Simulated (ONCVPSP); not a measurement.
Bi (Z = 83), ONCV: configuration errors across variants

* Element: bismuth
* Generator: ONCVPSP 4.0.1
* Type: optimised norm-conserving Vanderbilt (ONCV)
* Functional: BLYP
* Relativity: scalar-relativistic
* Frozen core: [Xe] 4f14 5d10
* Valence charge: 5
* Reference configuration: 6s2 6p3
* Partial waves: 6s: rc 1.80 bohr, ncon 4, nbas 8, qcut 3.1 1/bohr, 2 projectors, debl 3.6 Ha; 6p: rc 2.45 bohr, ncon 5, nbas 8, qcut 4 1/bohr, 2 projectors, debl 3.6 Ha; d scattering state at 0.1 Ha: rc 2.65 bohr, ncon 3, nbas 7, qcut 3.5 1/bohr, 2 projectors, debl 3.9 Ha
* Local potential: polynomial inside 1.60 bohr (lpopt 5, dvloc0 2 Ha)
* Core correction: polynomial model core, fcfact 0.65

All-electron excitation energies from the reference (eV): (1) 6s2 6p2 7.822; (2) 6s2 6p1 23.044; (3) 6s2 6p0 46.461; (4) 6s1 6p0 91.939.

2 further variants failed, have other tests or another functional or relativity, and are left out.

Errors AE − PS in meV (a dash: test not solved or not reliable):

```tsv
change	(1)	(2)	(3)	(4)	bound ghosts	GHOST(+) flags above zero
base	-12	-71	-225	-735	none	s, p, d
p: qcut 2.3	-13	-72	-233	-762	none	s, p, d
d: nbas 8	-12	-71	-225	-735	none	s, p, d
s: nproj 3	-12	-71	-227	-737	none	s, p, d
s: rc 1.94	-12	-70	-225	-737	none	s, p, d
p: ncon 4, nbas 7	-12	-71	-227	-740	none	s, p, d
```

(1) Give the same row for: local potential polynomial inside 1.60 bohr (lpopt 5, dvloc0 7.5 Ha).

Results:

(1) -12, -71, -226, -735; bound ghosts: none; GHOST(+) flags above zero: s.
